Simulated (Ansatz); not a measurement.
Al4H (the lowest doublet isomer of a short search), 5 atoms. Hardware: 4 threads of Arm Neoverse V1 on a shared host.

Correlated methods freeze 20 core orbitals. In CCSD on the charge 0 doublet the largest single amplitude is 0.25, so its Hartree–Fock determinant may place the open shell otherwise than the density functionals do.

How many basis functions does each of these Ansatz runs have, and roughly what does it cost? PBE-D4/def2-TZVP, charge 1 singlet at the geometry of the charge 0 doublet, energy, from earlier orbitals; LC-ωPBE/def2-TZVP, charge 0 doublet, energy, from earlier orbitals; r2SCAN-D4/def2-TZVP, charge 1 singlet at the geometry of the charge 0 doublet, energy, from earlier orbitals; LC-ωPBE/def2-TZVP, charge 0 quartet, energy, from earlier orbitals; PBE0-D4/def2-TZVPD, charge -1 singlet at the geometry of the charge 0 doublet, energy, from earlier orbitals; CCSD(T)/def2-TZVPD, charge 0 doublet, energy, from earlier orbitals; r2SCAN-D4/def2-TZVPD, charge 0 doublet, energy, from earlier orbitals; PBE0-D4/def2-TZVP, charge 0 doublet, energy, from earlier orbitals; PBE-D4/def2-TZVPD, charge -1 singlet at the geometry of the charge 0 doublet, energy, from earlier orbitals; CCSD(T)/def2-TZVPP, charge 0 doublet, energy, from earlier orbitals; LDA (SPW92)/def2-TZVP, charge 0 doublet, energy, from earlier orbitals; B97M-V/def2-TZVP, charge 0 quartet, energy, from earlier orbitals.

Other jobs shared the machine, so times can vary by a factor of up to 3. A dash marks memory too small to be measured apart from the calling script's.

```csv
run,functions,fitting or Cholesky vectors,wall time,peak host memory (GiB)
"PBE-D4/def2-TZVP, charge 1 singlet at the geometry of the charge 0 doublet, energy, from earlier orbitals",154,1080,1.6 s,–
"PBE-D4/def2-TZVPD, charge -1 singlet at the geometry of the charge 0 doublet, energy, from earlier orbitals",181,1107,1.8 s,–
"LDA (SPW92)/def2-TZVP, charge 0 doublet, energy, from earlier orbitals",154,1080,1.8 s,–
"PBE0-D4/def2-TZVPD, charge -1 singlet at the geometry of the charge 0 doublet, energy, from earlier orbitals",181,1227,2.6 s,–
"r2SCAN-D4/def2-TZVP, charge 1 singlet at the geometry of the charge 0 doublet, energy, from earlier orbitals",154,1080,2.8 s,–
"LC-ωPBE/def2-TZVP, charge 0 quartet, energy, from earlier orbitals",154,1080,3.8 s,–
"PBE0-D4/def2-TZVP, charge 0 doublet, energy, from earlier orbitals",154,1160,6 s,–
"B97M-V/def2-TZVP, charge 0 quartet, energy, from earlier orbitals",154,1080,9.5 s,–
"LC-ωPBE/def2-TZVP, charge 0 doublet, energy, from earlier orbitals",154,1080,11 s,–
"r2SCAN-D4/def2-TZVPD, charge 0 doublet, energy, from earlier orbitals",181,1107,21 s,0.56
"CCSD(T)/def2-TZVPP, charge 0 doublet, energy, from earlier orbitals",182,1123,41 s,3.2
"CCSD(T)/def2-TZVPD, charge 0 doublet, energy, from earlier orbitals",181,1164,41 s,3.2
```
